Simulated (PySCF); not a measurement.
The dipole of `CC(=S)O[SiH2]C(OCC)=C` from its density and from atomic charges.

Coordinates (GFN2-xTB, Å) and charges (e) from the PBE0/pcSseg-1 density (PySCF):

| atom | x | y | z | Mulliken | IAO | Hirshfeld | ESP-fitted |
| --- | --- | --- | --- | --- | --- | --- | --- |
| C1 | -1.120 | -2.284 | 1.315 | -0.2000 | -0.3982 | -0.1390 | -0.3896 |
| C2 | -0.356 | -1.227 | 1.056 | -0.1333 | -0.0789 | -0.0228 | -0.2391 |
| O3 | -0.701 | -0.161 | 0.274 | -0.5101 | -0.3416 | -0.0894 | -0.0659 |
| C4 | -1.933 | -0.190 | -0.422 | -0.0200 | -0.0481 | +0.0152 | +0.1815 |
| C5 | -2.006 | 1.049 | -1.299 | -0.2740 | -0.4223 | -0.1176 | -0.4904 |
| Si6 | 1.413 | -0.966 | 1.688 | +0.8738 | +0.9995 | +0.4155 | +0.7551 |
| O7 | 2.323 | -0.497 | 0.408 | -0.5445 | -0.5381 | -0.1718 | -0.4241 |
| C8 | 2.415 | 0.534 | -0.410 | +0.0639 | +0.1637 | +0.1182 | +0.3148 |
| C9 | 1.853 | 1.836 | 0.048 | -0.2578 | -0.4583 | -0.1299 | -0.2220 |
| S10 | 3.135 | 0.347 | -1.855 | -0.1430 | -0.1520 | -0.1991 | -0.2951 |
| H11 | -0.740 | -3.064 | 1.947 | +0.1212 | +0.1609 | +0.0475 | +0.1797 |
| H12 | -2.118 | -2.418 | 0.934 | +0.1286 | +0.1530 | +0.0445 | +0.1539 |
| H13 | -1.985 | -1.098 | -1.036 | +0.1221 | +0.1335 | +0.0421 | +0.0755 |
| H14 | -2.764 | -0.205 | 0.297 | +0.1167 | +0.1291 | +0.0397 | +0.0487 |
| H15 | -2.927 | 1.040 | -1.875 | +0.1228 | +0.1513 | +0.0516 | +0.1327 |
| H16 | -1.981 | 1.947 | -0.686 | +0.1226 | +0.1472 | +0.0445 | +0.1412 |
| H17 | -1.160 | 1.070 | -1.982 | +0.1341 | +0.1555 | +0.0463 | +0.1480 |
| H18 | 2.089 | -2.199 | 2.048 | -0.0903 | -0.1185 | -0.0641 | -0.1072 |
| H19 | 1.423 | 0.062 | 2.733 | -0.0985 | -0.1439 | -0.0744 | -0.1355 |
| H20 | 2.326 | 2.131 | 0.985 | +0.1413 | +0.1610 | +0.0518 | +0.1269 |
| H21 | 2.016 | 2.601 | -0.704 | +0.1478 | +0.1752 | +0.0506 | +0.0639 |
| H22 | 0.786 | 1.711 | 0.232 | +0.1766 | +0.1699 | +0.0410 | +0.0472 |

Question: Compute μ = Σ q r for each scheme (1 e·Å = 4.803 D) and compare with the dipole of the full density.

Answer: The full density gives (-3.95, 0.41, 2.69) D, 4.80 D in size; dipole vectors point from the negative to the positive end.

| scheme | μx | μy | μz | size (D) | share of the full size (%) | angle to the full dipole (°) |
| --- | --- | --- | --- | --- | --- | --- |
| Mulliken | -4.00 | 0.99 | 2.91 | 5.05 | 105 | 7 |
| IAO | -3.29 | 0.19 | 3.03 | 4.48 | 93 | 9 |
| Hirshfeld | -2.68 | 0.02 | 2.09 | 3.40 | 71 | 6 |
| ESP-fitted | -4.00 | 0.41 | 2.78 | 4.89 | 102 | 1 |

Question: Which set comes closest?

Answer: Length of the difference vector: ESP-fitted 0.11 D, Mulliken 0.63 D, IAO 0.78 D, Hirshfeld 1.46 D. Closest: ESP-fitted. The schemes that divide the density aren't constrained to reproduce the dipole.

Question: What is left for the Hirshfeld atoms' own dipoles?

Answer: The Hirshfeld atoms' densities add up to the full density, so μ = Σ q r + Σ (atomic dipoles). The atomic dipoles sum to (-3.95, 0.41, 2.69) − (-2.68, 0.02, 2.09) = (-1.27, 0.39, 0.60) D, 1.46 D in size.

Question: With the origin at the mean of the coordinates, (0.000, 0.001, 0.168) Å, which are the largest single terms, by size, of the Mulliken dipole along the direction of the full one?

Answer: O7 +4.77, S10 +2.53, C9 +1.78, Si6 -1.66, O3 -1.53 D; all 22 atoms together +5.01 D. The single terms depend on the origin, their sum doesn't.

Question: Give the size of the full dipole in other units.

Answer: 4.80 D = 1.888 au = 0.999 e·Å = 16.01 × 10⁻³⁰ C·m.

The structure is a single GFN2-xTB conformer in the gas phase; no vibrational or solvent corrections.

The run behind these numbers computed NMR shieldings as well. The run took 2.1 min of wall time on an Arm Neoverse N1 with one thread (shared host), and the process peaked at 1.1 GiB of memory.
